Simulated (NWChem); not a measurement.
System meant: SnHSI, singlet; SMILES [I][Sn][SH]

NWChem input:

```
start job
memory heap 200 mb stack 900 mb global 1100 mb
geometry units angstroms noautoz
  Sn     0.693467    -1.035252    -0.008458
  I     -0.188688     1.565018     0.007819
  S     -1.545885    -2.022480    -0.014447
  H     -1.065844    -3.288714    -0.022275
end
basis spherical
  * library def2-svp
end
ecp
  Sn library def2-ecp
  I library def2-ecp
end
dft
  xc b3lyp
  iterations 4
  mulliken
end
task dft energy
```

End of the output:

```
    Atom       Charge   Shell Charges
 -----------   ------   -------------------------------------------------------
    1 Sn  22    21.86   1.19  0.80  1.11  0.72  3.01  2.82  1.08  0.89  9.45  0.79
    2 I   25    25.11   1.25  0.73  1.07  0.82  2.77  3.18  2.51  2.75  9.48  0.55
    3 S   16    16.01   2.00  1.95  1.01  0.70  5.81  1.89  2.61  0.05
    4 H    1     1.02   0.62  0.32  0.08

 center of mass
 --------------
 x =   0.07295849 y =   0.12558850 z =   0.00000000

 moments of inertia (a.u.)
 ------------------
        2069.144481221619          -0.000000000000           0.000000000000
          -0.000000000000         491.980037666454           0.000000000000
           0.000000000000           0.000000000000        2561.124518888073

     Multipole analysis of the density
     ---------------------------------

     L   x y z        total         alpha         beta         nuclear
     -   - - -        -----         -----         ----         -------
     0   0 0 0     -0.000000    -32.000000    -32.000000     64.000000

     1   1 0 0      0.809372     14.926369     14.926369    -29.043367
     1   0 1 0     -0.981087     14.887842     14.887842    -30.756772
     1   0 0 1     -0.000000     -0.000000     -0.000000      0.000000

     2   2 0 0    -50.370287   -120.334405   -120.334405    190.298523
     2   1 1 0     -1.954171    -62.002877    -62.002877    122.051582
     2   1 0 1      0.000000      0.000000      0.000000      0.000000
     2   0 2 0    -45.429295   -303.049418   -303.049418    560.669540
     2   0 1 1     -0.000000     -0.000000     -0.000000      0.000000
     2   0 0 2    -47.503646    -23.751823    -23.751823      0.000000

 ------------------------------------------------------------------------
 dft energy failed                                                                                  0
 ------------------------------------------------------------------------
 ------------------------------------------------------------------------
  current input line :
    21: task dft energy
 ------------------------------------------------------------------------
 ------------------------------------------------------------------------
 This type of error is most commonly associated with calculations not reaching convergence criteria
 ------------------------------------------------------------------------
 For more information see the NWChem manual at https://nwchemgit.github.io

0:dft energy failed:Received an Error in Communication
```

Task: Can this run be used? If not, why, and what is the fix?

Result: The run did not converge; its last values are not results. Cause: the SCF was allowed too few iterations. This input runs:
```
start job
memory heap 200 mb stack 900 mb global 1100 mb
geometry units angstroms noautoz
  Sn     0.693467    -1.035252    -0.008458
  I     -0.188688     1.565018     0.007819
  S     -1.545885    -2.022480    -0.014447
  H     -1.065844    -3.288714    -0.022275
end
basis spherical
  * library def2-svp
end
ecp
  Sn library def2-ecp
  I library def2-ecp
end
dft
  xc b3lyp
  iterations 150
  mulliken
end
task dft energy
```
It converges to -910.94476 Ha (B3LYP/def2-SVP with def2 effective core potentials on Sn, I).
